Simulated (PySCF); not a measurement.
## Working out the ionisation energy of P⁺

P⁺ [Ne] 3s2 3p2 (3P) → P²⁺ [Ne] 3s2 3p1 (2P). Calculation: PySCF 2.14, in aug-cc-pV(Q+d)Z; no relativity, point nucleus. Frozen: [Ne]. Energies in hartree (1 hartree = 27.21139 eV):

| part | P⁺ (lower) | P²⁺ (upper) |
| --- | --- | --- |
| UHF | -340.354693 | -339.650260 |
| MP2 opposite-spin | -0.055857 | -0.045930 |
| MP2 same-spin | -0.010983 | -0.003035 |

What does Hartree-Fock give?

(-339.650260) − (-340.354693) = 0.704433 hartree = 19.169 eV.

What do MP2 and SCS-MP2 (6/5 opposite-spin, 1/3 same-spin) give?

The opposite-spin parts differ by 0.270 eV and the same-spin parts by 0.216 eV. MP2: 19.169 + (0.270) + (0.216) = 19.655 eV. SCS-MP2: 19.169 + 1.2 × (0.270) + (0.216)/3 = 19.565 eV.

A first-order spin-orbit estimate adds -0.006 eV to MP2 (valence), giving 19.649 eV against 19.769 eV (semi-empirical (NIST evaluation); NIST Atomic Spectra Database, ionization energies).

What remains against the reference includes basis incompleteness, the frozen core and correlation beyond second order.
